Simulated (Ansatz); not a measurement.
Cost and result for the atomization energy of BCl2H3Si (`[SiH3]B(Cl)Cl`) (7 atoms, 6 bonds).

The species carries charge 0 and has multiplicity 1. Geometry: relaxed with PBE0-D4/def2-TZVP. Program: Ansatz. All runs use 4 threads of an Arm Neoverse V1 on a shared host. Times are those of one run each, without the atoms' runs, and a repeat can differ threefold. Electronic energies, without spin–orbit coupling; frozen cores. CCSD(T)/CBS adds CCSD(T) − MP2 in def2-TZVPP to the MP2 limit, and its time is that of the two runs behind it. T1 = 0.013.

CCSD(T)/CBS is a level of theory with its own doubt, some kJ/mol a heavy atom from the limit and from the frozen cores, so smaller differences don't rank the functionals.

```csv
level,functions,wall time
LDA (SPW92)/def2-TZVPP,199,0.85 s
CCSD(T)/def2-SVP,83,1.1 s
revPBE-D4/def2-TZVPP,199,1.3 s
BLYP-D4/def2-TZVPP,199,1.4 s
PBE0-D4/def2-TZVPP,199,1.9 s
B2PLYP/def2-TZVPP,199,3.1 s
PBE-QIDH/def2-TZVPP,199,3.3 s
r2SCAN-D4/def2-TZVPP (with forces),199,3.4 s
ωB97X-V/def2-TZVPP,199,5.5 s
ωB97M-V/def2-TZVPP (with forces),199,7.5 s
MP2/def2-QZVPP,357,9 s
CCSD(T)/def2-TZVPP,199,32 s
CCSD(T)/CBS(def2),–,41 s
```

Question: What atomization energy does each give, and how far from CCSD(T)/CBS? (Estimate.)

Answer: The calculation gave: 
```csv
level,atomization (kJ/mol),difference from CCSD(T)/CBS,per bond
LDA (SPW92)/def2-TZVPP,2463.8,290.4,48.4
CCSD(T)/def2-SVP,2057.3,-116.1,-19.3
revPBE-D4/def2-TZVPP,2161.9,-11.5,-1.9
BLYP-D4/def2-TZVPP,2152.1,-21.3,-3.6
PBE0-D4/def2-TZVPP,2187.2,13.8,2.3
B2PLYP/def2-TZVPP,2146.6,-26.8,-4.5
PBE-QIDH/def2-TZVPP,2179.2,5.8,1.0
r2SCAN-D4/def2-TZVPP (with forces),2205.4,32.0,5.3
ωB97X-V/def2-TZVPP,2196.4,23.0,3.8
ωB97M-V/def2-TZVPP (with forces),2193.0,19.6,3.3
MP2/def2-QZVPP,2191.5,18.1,3.0
CCSD(T)/def2-TZVPP,2116.9,-56.5,-9.4
CCSD(T)/CBS(def2),2173.4,0.0,0.0
```

Leaving LDA and LC-ωPBE aside and taking each functional with its dispersion term where it has one, the values, not all of them listed here, spread over 82.2 kJ/mol, from BHLYP-D4 to B97M-V. LDA lies +275.0 kJ/mol from PBE without D4, its usual overbinding. In def2-TZVPP, CCSD(T) changes the Hartree–Fock value by +442.2 kJ/mol (the triples alone add +34.5 kJ/mol) and MP2 by +483.8 kJ/mol; breaking electron pairs costs correlation energy, which Hartree–Fock lacks. From r2SCAN to r2SCAN0 (25 % exact exchange), in def2-TZVPP and without D4, the atomization energy moves by −27.8 kJ/mol: exact exchange takes away binding that semilocal exchange gives to molecules.
